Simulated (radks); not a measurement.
Values are calculated unless marked as measured or tabulated.
Ionisation of the holmium ion Ho+, [Xe] 4f11 6s1, to Ho2+, [Xe] 4f11, under several functionals. Scalar-relativistic Kohn-Sham, spin-polarised, spherical densities, finite nucleus; open shells are filled with parallel spins first (spin-orbit coupling, left out, can overturn this in heavy ions); a radial shooting solver on a logarithmic mesh with Libxc functionals.

functional	E(Ho+) (hartree)	Exc (hartree)	IE (eV)	-e(HOMO) (eV)	<r> HOMO (bohr)	IE error (eV)
r2SCAN	-12616.3069	-270.6631	11.790	7.701	0.8694	+0.009
Wu-Cohen GGA	-12613.9921	-269.1593	11.974	8.400	0.8628	+0.193
TASK exchange with Perdew-Wang LDA correlation	-12614.3188	-268.3436	10.863	7.035	0.8570	-0.918
XLYP	-12616.6648	-271.8199	12.176	8.229	0.8698	+0.395
OLYP	-12619.6339	-275.0130	11.775	8.468	0.8639	-0.006
exchange-only B88	-12612.3399	-267.4565	11.644	7.118	0.8681	-0.137

NIST Atomic Spectra Database: 11.78 eV (semi-empirical). Closest: OLYP. The Delta-SCF values span 1.31 eV, the total energies 7.29 hartree. The highest occupied level is 4f. Open shells are spherical and high-spin; term and fine-structure splittings are not resolved. Spin-orbit splitting is averaged out at the scalar-relativistic level.
